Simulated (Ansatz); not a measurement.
C2H6FSi (`[CH2][SiH](C)F`) radical, 10 atoms. Total charge 0; spin multiplicity 2. All runs use 4 threads of a server CPU on a shared host. Correlated methods freeze the cores. Open-shell runs search over several starts.

(1) Give the basis size and wall time and peak host memory of each of these runs in Ansatz. UKS r2SCAN0-D4/def2-TZVPP energy; UKS PBE0-D4/def2-SVP energy; UKS r2SCAN-D4/def2-TZVPP energy and forces; UKS B97M-V/def2-TZVPP energy; direct RPA on PBE orbitals/def2-TZVPP energy; UKS PBE0-D4/def2-QZVPP energy; UKS revPBE-D4/def2-TZVPP energy; UKS ωB97M-V/def2-SVP energy; UKS ωB97M-V/def2-QZVPP energy; UHF-MP2/def2-QZVPP energy; UKS PBE0-D4/def2-TZVP relaxation (28 steps); UKS PBE0-D4/def2-TZVP frequencies. (Estimate.)

## Answers

(1) The calculation gave: Other jobs shared the machine, so times are rough.

```json
{"level": "UKS PBE0-D4/def2-SVP", "job": "energy", "functions": "90", "wall time": "1.3 s", "peak host memory (GiB)": "0.21"}
{"level": "UKS revPBE-D4/def2-TZVPP", "job": "energy", "functions": "219", "wall time": "2.4 s", "peak host memory (GiB)": "0.29"}
{"level": "direct RPA on PBE orbitals/def2-TZVPP", "job": "energy", "functions": "219", "wall time": "4.8 s", "peak host memory (GiB)": "0.53"}
{"level": "UKS ωB97M-V/def2-SVP", "job": "energy", "functions": "90", "wall time": "6 s", "peak host memory (GiB)": "0.4"}
{"level": "UKS r2SCAN-D4/def2-TZVPP", "job": "energy and forces", "functions": "219", "wall time": "6.5 s", "peak host memory (GiB)": "0.35"}
{"level": "UKS r2SCAN0-D4/def2-TZVPP", "job": "energy", "functions": "219", "wall time": "7 s", "peak host memory (GiB)": "0.66"}
{"level": "UKS B97M-V/def2-TZVPP", "job": "energy", "functions": "219", "wall time": "11 s", "peak host memory (GiB)": "0.45"}
{"level": "UKS PBE0-D4/def2-QZVPP", "job": "energy", "functions": "421", "wall time": "11 s", "peak host memory (GiB)": "1.6"}
{"level": "UHF-MP2/def2-QZVPP", "job": "energy", "functions": "421", "wall time": "19 s", "peak host memory (GiB)": "2.2"}
{"level": "UKS ωB97M-V/def2-QZVPP", "job": "energy", "functions": "421", "wall time": "25 s", "peak host memory (GiB)": "2.1"}
{"level": "UKS PBE0-D4/def2-TZVP", "job": "relaxation (28 steps)", "functions": "166", "wall time": "76 s", "peak host memory (GiB)": "0.42"}
{"level": "UKS PBE0-D4/def2-TZVP", "job": "frequencies", "functions": "166", "wall time": "98 s", "peak host memory (GiB)": "0.42"}
```
